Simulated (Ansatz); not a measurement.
Cu₂Te₈, relaxed as a singlet with RKS PBE0-D4/def2-SVP in Ansatz, starting from the GFN1-xTB geometry. Force threshold 0.03 eV/Å.

In the def2 sets Te takes a core potential; there is no spin–orbit coupling. The relaxation made no stability test and no search for a lower SCF solution. No other spin state of charge 0 was run. Another isomer (singlet) lies 0.61 eV lower at PBE0-D4/def2-SVP; other spin states weren't run for this one.

Start:

```xyz
10

Cu    0.891   -0.440   -1.807
Cu    0.955    1.337    0.156
Te    1.756   -0.649    2.028
Te   -1.061   -2.019   -0.998
Te   -0.201    2.780    1.932
Te   -0.774   -1.553    2.002
Te   -0.923   -0.794   -3.540
Te   -2.071    0.883    1.776
Te    2.955   -0.191   -0.396
Te   -1.526    0.646   -1.153
```

| step | energy (eV) | largest force component (eV/Å) | SCF passes |
| --- | --- | --- | --- |
| 1 | -147613.8236 | 1.131 | 24 |
| 2 | -147614.0034 | 0.893 | 36 |
| 3 | -147614.1389 | 0.256 | 32 |
| 4 (rejected) | -147614.0822 | 0.696 | 35 |
| 5 | -147614.1723 | 0.075 | 32 |
| 6 | -147614.1873 | 0.062 | 31 |
| 7 | -147614.1949 | 0.099 | 30 |
| 8 (rejected) | -147614.1798 | 0.220 | 31 |
| 9 | -147614.2001 | 0.091 | 31 |
| 10 (rejected) | -147614.1954 | 0.206 | 30 |
| 11 | -147614.2035 | 0.022 | 30 |
| 12 | -147614.2036 | 0.032 | 32 |
| 13 | -147614.2041 | 0.011 | 32 |

Force components are those of the run's own axes.

End:

```
atom   x (Å)   y (Å)   z (Å)
 Cu1   0.973  -0.627  -1.788
 Cu2   0.716   1.383  -0.185
 Te3   1.794  -0.681   2.220
 Te4  -1.135  -2.034  -1.111
 Te5  -0.005   2.652   1.938
 Te6  -0.689  -1.632   2.163
 Te7  -0.788  -0.698  -3.654
 Te8  -2.073   0.982   1.893
 Te9   2.855  -0.036  -0.300
Te10  -1.648   0.690  -1.176
```

By distances, no bond broke or formed. The bond that changes most is Cu2–Te3, from 2.84 to 3.35 Å (atoms count from 1).

The force fell under the threshold at step 11, but the optimiser went on. No frequencies were taken in this run, so the end may be a saddle point.

Hardware: 4 threads of Arm Neoverse V1 on a shared host. Wall time 7.3 min, peak host memory 1.9 GiB.
